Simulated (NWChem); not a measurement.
## Correlation energy of Ga₂

```
Ga
Ga 1 2.4453
```
Charge 0, spin multiplicity 3.

Everything below was run with NWChem. All single points use one geometry, from UPBE0/def2-SVP, a minimum by its harmonic frequencies.

Basis set: 6-31G*. Each correlation energy counts from its own Hartree-Fock reference.

The Hamiltonian is non-relativistic. The correlated methods keep 18 core orbitals frozen. The Pople sets run with spherical d functions. This spin state was chosen for the runs; another may lie lower. The structure started from a generated list of species. The unpaired electrons of the parent sit in orbitals of symmetry b2u and b3u (D2h labels of the run); other states weren't searched. The stability of the SCF solutions was not checked. Open-shell Hartree-Fock references start from PBE0 orbitals. Coupled-cluster values serve here as a point of comparison, not as the truth.

### Question
One of these methods gave a correlation energy of -449.7 mHa. Which?
A. SCS-UMP2
B. CCSD on UHF
C. CCSD(T) on UHF
D. UMP2

### Answer
D, UMP2. The others give -406.4 (SCS-UMP2), -434.0 (CCSD on UHF), -447.2 (CCSD(T) on UHF).
